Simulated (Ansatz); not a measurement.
`[CH3][Al]([F])[S][SiH3]` and `C[S][Al]([CH3])[F]` differ in one atom or group.

Ansatz, PBE0-D4/def2-TZVP geometries, multiplicity 1. Each molecule was computed in one conformer, which needn't be the lowest.

| property | `[CH3][Al]([F])[S][SiH3]` |
| --- | --- |
| size of the dipole moment (ωB97M-V/def2-TZVPP) / D | 2.33 |
| size of the dipole moment (PBE/def2-TZVPP) / D | 2.29 |
| LUMO energy (B3LYP/def2-TZVPP) / eV | -0.85 |
| HOMO–LUMO gap (B3LYP/def2-TZVPP) / eV | 6.71 |
| HOMO energy (PBE/def2-TZVPP) / eV | -6.63 |
| LUMO energy (PBE/def2-TZVPP) / eV | -1.42 |

Q: Give the same properties after the change, and the shifts. (Estimate.)

A: Ansatz gave: 
```csv
property,`C[S][Al]([CH3])[F]`,shift
size of the dipole moment (ωB97M-V/def2-TZVPP) / D,3.10,0.77
size of the dipole moment (PBE/def2-TZVPP) / D,3.11,0.82
LUMO energy (B3LYP/def2-TZVPP) / eV,-0.51,0.34
HOMO–LUMO gap (B3LYP/def2-TZVPP) / eV,6.45,-0.26
HOMO energy (PBE/def2-TZVPP) / eV,-6.01,0.62
LUMO energy (PBE/def2-TZVPP) / eV,-1.04,0.38
```

With PBE0 the HOMO rises by 0.62 eV and the LUMO rises by 0.37 eV, so the gap narrows by about 0.25 eV. PBE moves the HOMO by 0.62 eV and ωB97M-V by 0.58 eV. Dipoles are sizes alone; their direction can turn.

B3LYP here is the variant with VWN-RPA as its local correlation; programs differ in this.
